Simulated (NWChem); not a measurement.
Species: C2H2BF; SMILES C#CBF

Give the equilibrium geometry at PBE0/def2-SVP (NWChem) as an XYZ file, with the point group.

point group Cs; any orientation.
```
6

B     -0.5367    -0.6995     0.0000
C     -0.0891     0.7600     0.0000
C      0.2184     1.9381     0.0000
H      0.4971     2.9775     0.0000
F      0.3666    -1.6631     0.0000
H     -1.7025    -1.0135     0.0000
```
